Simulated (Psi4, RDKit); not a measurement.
Torsional profile of SMILES OC(c1cc(C)ccc1)=O (C8H8O2), singlet. Scanned: dihedral O8–C7–O9–H17; all other coordinates were relaxed at GFN2-xTB. Points at φ and −φ are mirror images. Heavy atoms are numbered in the order of the SMILES Cc1cccc(C(=O)O)c1, hydrogens after them in the order of the atoms that carry them; the mirror image has the same energies with the sign of each dihedral reversed.

- UFF // GFN2-xTB (RDKit)
- PBE-D3(BJ)/def2-SVP // GFN2-xTB (Psi4)

Energies relative to the lowest point of each profile, in kJ/mol:

```csv
φ / °,UFF
-160,9.9
-120,17.3
-80,25.6
-40,8.9
-20,2.1
0,0.0
20,2.1
40,8.9
60,18.4
80,25.6
100,25.2
140,9.7
```

Predict the corresponding PBE-D3(BJ)/def2-SVP column.

-160: 26.3; -120: 46.2; -80: 50.7; -40: 19.9; -20: 5.6; 0: 0.0; 20: 5.6; 40: 19.9; 60: 37.3; 80: 50.7; 100: 53.7; 140: 34.7 (kJ/mol).
